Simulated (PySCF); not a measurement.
phosphoric acid (H3O4P), SMILES OP(O)(O)=O. Geometry: B3LYP-D3(BJ)/def2-SVP. The values are those of a single conformer.

Computed equilibrium geometry at B3LYP-D3(BJ)/def2-SVP (PySCF confirms it by a frequency run) as a Z-matrix, and its point group (one conformer of several):
point group C3.
```
P
O 1 1.4804
O 1 1.6120 2 116.40
H 3 0.9686 1 110.91 2 34.30
O 1 1.6120 2 116.40 3 120.00
H 5 0.9686 1 110.91 2 34.30
O 1 1.6120 2 116.40 5 120.00
H 7 0.9686 1 110.91 2 34.30
```
